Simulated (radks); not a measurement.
Initial-state core-level shifts of the chlorine ion Cl+ when its valence configuration changes from [Ne] 3s2 3p4. All-electron calculation, non-relativistic Kohn-Sham, PBE, spin-unpolarised, spherical densities, point nucleus. Program: a radial shooting solver on a logarithmic mesh with Libxc functionals. Shifts are changes of the shell-averaged eigenvalues in eV (positive: less bound); the change of the density at the nucleus, which sets a Mossbauer isomer shift, is in e/bohr^3, on a base of 3226.

[
 {"valence": "3s1 3p5", "1s": "-1.274", "2s": "-1.277", "2p": "-1.258", "density at nucleus": "-12.3116"},
 {"valence": "3p6", "1s": "-2.489", "2s": "-2.505", "2p": "-2.465", "density at nucleus": "-24.9321"},
 {"valence": "3s1.5 3p4.5", "1s": "-0.645", "2s": "-0.645", "2p": "-0.635", "density at nucleus": "-6.1157"},
 {"valence": "3s0.5 3p5.5", "1s": "-1.888", "2s": "-1.897", "2p": "-1.867", "density at nucleus": "-18.5846"}
]
